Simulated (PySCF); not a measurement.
# Polarisability and C₆ of Al⁺ (aluminium, charge +1)

[Ne] 3s2, closed-shell 1S. Calculation: PySCF 2.14, in def2-TZVPPD; no relativity, point nucleus. Coupled (time-dependent) response in atomic units; α is the mean over directions.

```csv
method,mean α (bohr³),C₆ (like pair),S(−4)
UHF,26.19,138.1,375.5
PBE,24.12,121.5,323.6
PBE0,24.60,125.2,335.5
BLYP,23.31,115.4,302.6
wB97X,23.96,120.5,318.2
```

S(−4) is the Cauchy moment in α(ω) = α(0) + S(−4) ω² + …

α(iu) at wB97X:

```tsv
u (hartree)	α(iu) (bohr³)
0	23.96
0.0500	23.19
0.100	21.16
0.200	15.69
0.300	11.02
0.500	5.744
0.750	3.080
1.00	1.946
1.50	1.039
2.00	0.6852
3.00	0.3949
5.00	0.1990
```

A single London oscillator, α(iu) = α/(1 + u²/ω²), gives C₆ = (3/4) ω α². Matching the computed C₆ needs ω = 4 × 120.5 / (3 × 23.96²) = 0.280 hartree.

For an ion, C₆ is the dispersion term alone; charge-induced terms of lower order in 1/R come first.
